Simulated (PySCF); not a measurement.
Mayer bond orders and bond lengths

Compound: C3H5F5Si.
Atom-mapped SMILES: `[F:1][C:2]([F:3])([F:4])[C:5]([F:6])([F:7])[CH2:8][SiH3:9]` (hydrogens: H10, H11 on C8; H12, H13, H14 on Si9)

Geometry (GFN2-xTB, Å), atoms numbered from 1 in this order:
```xyz
14
C3H5F5Si angstrom
F     -2.220    1.004   -1.022
C     -1.993    0.434    0.166
F     -1.956    1.417    1.072
F     -3.041   -0.334    0.449
C     -0.653   -0.347    0.150
F     -0.521   -0.946    1.363
F     -0.792   -1.363   -0.743
C      0.531    0.519   -0.174
Si     2.153   -0.512   -0.172
H      0.357    0.975   -1.147
H      0.575    1.316    0.568
H      2.332   -1.063    1.168
H      3.202    0.449   -0.509
H      2.024   -1.550   -1.189
```

Bond orders from the PBE0/pcSseg-1 density (PySCF). The structure is a single GFN2-xTB conformer in the gas phase; no vibrational or solvent corrections.

(1) Where do the orders between heavy atoms depart from those drawn in the SMILES?

(2) Set the Mayer orders of the bonds beside their lengths.

## Answers

(1) The largest departure is 0.153, at C8–Si9 (drawn single, 0.847). Drawn single, order below 0.88: C8–Si9 (0.847).

(2) 
```tsv
bond	drawn as	length (Å)	Mayer order
F1–C2	single	1.337	1.004
C2–F3	single	1.337	1.005
C2–F4	single	1.330	1.033
C2–C5	single	1.551	0.914
C5–F6	single	1.359	0.939
C5–F7	single	1.359	0.939
C5–C8	single	1.502	0.997
C8–Si9	single	1.921	0.847
C8–H10	single	1.089	0.930
C8–H11	single	1.089	0.930
Si9–H12	single	1.459	0.955
Si9–H13	single	1.462	0.946
Si9–H14	single	1.459	0.955
```

By pair of heavy elements: C–F: lowest C5–F6 and C5–F7 (0.939, 1.359 Å), highest C2–F4 (1.033, 1.330 Å). C–C: lowest C2–C5 (0.914, 1.551 Å), highest C5–C8 (0.997, 1.502 Å). Bonds named together lie within 0.004.

Q: Sum the orders of all bonds at each heavy atom with more than one neighbour and set the sums beside the valence in the SMILES.

A: C2 3.956 (drawn 4), C5 3.789 (drawn 4), C8 3.704 (drawn 4), Si9 3.703 (drawn 4). Orders between atoms that aren't bonded are not in these sums.

Mayer orders depend on the basis set.

These values come from a run that also computed NMR shieldings. The run took 28 s of wall time on Arm Neoverse V2, one thread, on a shared host.
